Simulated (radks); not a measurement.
Minus the highest occupied eigenvalue as an estimate of the ionisation energy, Os60+ to Os75+. The LB94 potential has the -1/r tail that LDA and GGA lack but no energy functional. Method: Dirac Kohn-Sham, LB94 model potential, spin-unpolarised, spherical densities, finite nucleus; open shells fill j = l - 1/2 first; Fermi nuclear charge, rms radius 5.4126 fm; computed with a radial shooting solver on a logarithmic mesh with Libxc functionals.

species	configuration	HOMO	-e(HOMO) (eV)	<r> (bohr)	IE, NIST (eV)	kind
Os60+	[Ne] 3s2 3p4	3p3/2	6371.6	0.180	6376	theory
Os61+	[Ne] 3s2 3p3	3p3/2	6502.7	0.180	6503	theory
Os62+	[Ne] 3s2 3p2	3p1/2	7056.8	0.167	7039	theory
Os63+	[Ne] 3s2 3p1	3p1/2	7198.5	0.166	7185	theory
Os64+	[Ne] 3s2	3s1/2	7499.0	0.176	7468	theory
Os65+	[Ne] 3s1	3s1/2	7632.9	0.175	7610	theory
Os66+	[Ne]	2p3/2	16528.7	0.0681	16560	theory
Os67+	[He] 2s2 2p5	2p3/2	16876.3	0.0677	16900	theory
Os68+	[He] 2s2 2p4	2p3/2	17226.2	0.0673	17270	theory
Os69+	[He] 2s2 2p3	2p3/2	17578.1	0.0668	17620	theory
Os70+	[He] 2s2 2p2	2p1/2	19613.4	0.0588	19600	theory
Os71+	[He] 2s2 2p1	2p1/2	20013	0.0584	20030	theory
Os72+	[He] 2s2	2s1/2	20607	0.0711	20570	theory
Os73+	[He] 2s1	2s1/2	20930	0.0708	20920.6	theory
Os74+	[He]	1s1/2	84111	0.0176	83976.2	theory
Os75+	1s1	1s1/2	85399	0.0176	85614.4	theory

Reference values: NIST Atomic Spectra Database (exp. = measured, semi-emp. = semi-empirical, theory = theoretical value adopted there). Spin polarisation and multiplet splitting are left out.

Beside tabulated values, note that spin-unpolarised runs miss the spin-polarisation part of the exchange energy of open shells.
